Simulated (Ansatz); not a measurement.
Process, species as SMILES: NB(N)Br -> [NH]B(N)Br + H atom (the H-N bond at the site shown breaks; other sites are not compared here)
Geometries: B3LYP-D3(BJ)/def2-TZVP minima from Ansatz (a first-principles code), one conformer each, not searched for the lowest.

Quantity: bond dissociation energy (electronic energy difference), in kcal/mol. Valence correlation only, unless marked. Open shells are spin-unrestricted. Spin-orbit coupling is left out. The frozen core is the preceding noble-gas configuration, with the filled d and f shells of earlier blocks. No relativistic terms. CBS marks a two-point X^-3 extrapolation of the correlation energy; Hartree-Fock from the larger set.

```json
[
 {"level": "revPBE-D4/def2-TZVPD", "program": "Ansatz + dftd4", "bond dissociation energy (kcal/mol)": "114.1"},
 {"level": "r2SCAN/def2-TZVPD", "program": "Ansatz", "bond dissociation energy (kcal/mol)": "115.2"},
 {"level": "PBE0/def2-TZVPD", "program": "Ansatz", "bond dissociation energy (kcal/mol)": "117.0"},
 {"level": "BHLYP/def2-TZVPD", "program": "Ansatz", "bond dissociation energy (kcal/mol)": "116.4"}
]
```

Task: Estimate the value at CCSD(T)/CBS(aug-cc-pVTZ,aug-cc-pVQZ) as computed with Ansatz.

Result: 122.2 kcal/mol
